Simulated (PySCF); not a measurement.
## Working out the ionisation energy of Ru

Ru [Kr] 4d7 5s1 (5F) → Ru+ [Kr] 4d7 (4F). All numbers are calculated (PySCF 2.14, scalar relativity through the core potential, in cc-pVTZ-PP with ECP28MDF (5s5p4d2f1g, 63 functions)). Frozen: 4s2 4p6. Energies in hartree (1 hartree = 27.21139 eV):

| part | Ru (lower) | Ru+ (upper) |
| --- | --- | --- |
| UHF | -93.815632 | -93.584436 |
| MP2 opposite-spin | -0.103007 | -0.091023 |
| MP2 same-spin | -0.083412 | -0.065673 |

Question: What does Hartree-Fock give?

Answer: (-93.584436) − (-93.815632) = 0.231196 hartree = 6.291 eV.

Question: What do MP2 and SCS-MP2 (6/5 opposite-spin, 1/3 same-spin) give?

Answer: The opposite-spin parts differ by 0.326 eV and the same-spin parts by 0.483 eV. MP2: 6.291 + (0.326) + (0.483) = 7.100 eV. SCS-MP2: 6.291 + 1.2 × (0.326) + (0.483)/3 = 6.843 eV.

Measured between the centres of the two terms (NIST): 7.365 eV, so MP2 (valence) is off by -0.265 eV.

What remains against the reference includes basis incompleteness, the frozen core and correlation beyond second order.
